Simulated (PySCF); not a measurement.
F₄Ge, singlet, at a GFN2-xTB geometry. Base run: R2SCAN/3-21G (PySCF).

Geometry (Å):
```xyz
5

F      1.2825    -1.0684    -0.1117
Ge     0.0000     0.0000     0.0000
F      0.5804     1.5690     0.0081
F     -1.0177    -0.2114    -1.3109
F     -0.8452    -0.2892     1.4145
```
Charge 0, spin multiplicity 1.
All else is at PySCF's defaults.
Base energy -2464.07363 Eh.

Variants of this job, named by their change:

```csv
change,ΔE vs base (mEh),grid points,electrons on the grid
base,0.000,77688,67.99999
grids.radi_method = gauss_chebyshev,-0.066,76696,67.99999
grids.radi_method = delley,0.013,81856,67.99999
grids.level = 2,0.115,59456,68.00006
"grids.atom_grid = (99, 590)",0.008,156296,67.99999
"grids.atom_grid = (150, 974)",0.003,390424,68.00000
grids.prune = dft.gen_grid.treutler_prune,0.006,70408,67.99999
"grids.atom_grid = (75, 302)",0.115,70088,68.00006
grids.radi_method = mura_knowles,0.003,74248,67.99999
small_rho_cutoff = 0,0.000,77688,67.99999
grids.level = 0,60.952,6792,67.96932
```
